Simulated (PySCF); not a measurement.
Question: What does the PBE0-D3(BJ)/def2-SVP structure of `CCS(=O)(=O)[N-]S(C)(=O)=O` look like in three dimensions? (Charge -1.)

Answer: 
```
atom  x, y, z in Å
C1    -2.521    0.013   -0.941
C2    -1.654    0.191    0.286
S3    -0.225    1.239   -0.039
O4     0.538    1.266    1.227
O5    -0.741    2.523   -0.523
N6     0.565    0.541   -1.257
S7     1.332   -0.856   -1.037
C8     2.773   -0.459   -0.053
O9     1.818   -1.311   -2.340
O10    0.563   -1.835   -0.239
H11   -3.426   -0.569   -0.705
H12   -1.952   -0.520   -1.717
H13   -2.820    0.992   -1.345
H14   -2.173    0.695    1.115
H15   -1.224   -0.760    0.632
H16    2.412    0.029    0.862
H17    3.404    0.221   -0.639
H18    3.297   -1.401    0.155
```

Orientation and origin are arbitrary. Atoms count from 1 in this order. S7 (sulfonyl sulfur) is distorted tetrahedral (angles from 105.4° to 116.6°). S3 (sulfonyl sulfur) is distorted tetrahedral (angles from 105.4° to 116.6°). Of the pairs four or more bonds apart, O10···H15 is among the closest relative to their van der Waals radii: 2.26 Å, 83 % of the sum of Bondi's values.

Bonds between heavy atoms (Å): C1–C2 1.512, C2–S3 1.802, S3=O4 1.479, S3=O5 1.466, S3–N6 1.611, N6–S7 1.609, S7–C8 1.790, S7=O9 1.464, S7=O10 1.478.

Computed with PBE0-D3(BJ)/def2-SVP geometry optimisation, gas phase in PySCF 2.14.0.

Point group: C1 (no symmetry element, even within 0.4 Å). Stationary, but not proved a minimum. The geometry's basis has no diffuse functions, a weakness for an anion. Torsions: C1–C2–S3–O4 -178°, C2–S3–N6–S7 -69°, S3–N6–S7–C8 -72°.

One conformer stands for the species.
